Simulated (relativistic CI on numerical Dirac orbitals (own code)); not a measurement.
Computed by Dirac-Coulomb-Breit CI, separate exchange-only KLI orbitals for each configuration, a model potential for QED, unscaled Slater integrals (own radial code, finite nucleus).

CI space: 1s2, 1s 2s, 1s 2p, 1s 3s, 1s 3p, 1s 3d, 1s 4s, 1s 4p, 1s 4d, 1s 4f, 1s 5s, 1s 5p, 1s 5d, 1s 5f, 1s 5g, 1s 6s, 1s 6p, 1s 6d. Levels of other configurations are missing.

At this charge energies of transitions that change n are usually good to better than 1 %, and those within a shell (Δn = 0) to a few per cent.

Outline of the computed level scheme of Ge XXXI. Lowest level of each configuration: 1s2 1S_0 at 0.0 eV; 1s 2s 3S_1 at 10178.8 eV; 1s 2p 3P°_0 at 10216.6 eV; 1s 3s 3S_1 at 12068.7 eV; 1s 3p 3P°_0 at 12079.1 eV; 1s 3d 3D_2 at 12096.5 eV; 1s 4s 3S_1 at 12723.6 eV; 1s 4p 3P°_0 at 12727.8 eV; 1s 4d 3D_2 at 12735.1 eV.

Some strong electric-dipole decays among the lowest 27 levels: 1s 2p 1P°_1 → 1s2 1S_0 (1.0e+15 s⁻¹); 1s 3p 1P°_1 → 1s2 1S_0 (2.7e+14 s⁻¹); 1s 2p 3P°_1 → 1s2 1S_0 (1.9e+14 s⁻¹); 1s 4p 1P°_1 → 1s2 1S_0 (1.1e+14 s⁻¹); 1s 3d 3D_3 → 1s 2p 3P°_2 (6.0e+13 s⁻¹); 1s 3p 3P°_1 → 1s2 1S_0 (5.4e+13 s⁻¹); 1s 3d 1D_2 → 1s 2p 1P°_1 (5.2e+13 s⁻¹); 1s 3d 3D_2 → 1s 2p 3P°_1 (4.7e+13 s⁻¹).

LS names give the leading component of a level, which can be under half, so a name can repeat, a term be missing and a line seem to break the LS rules.
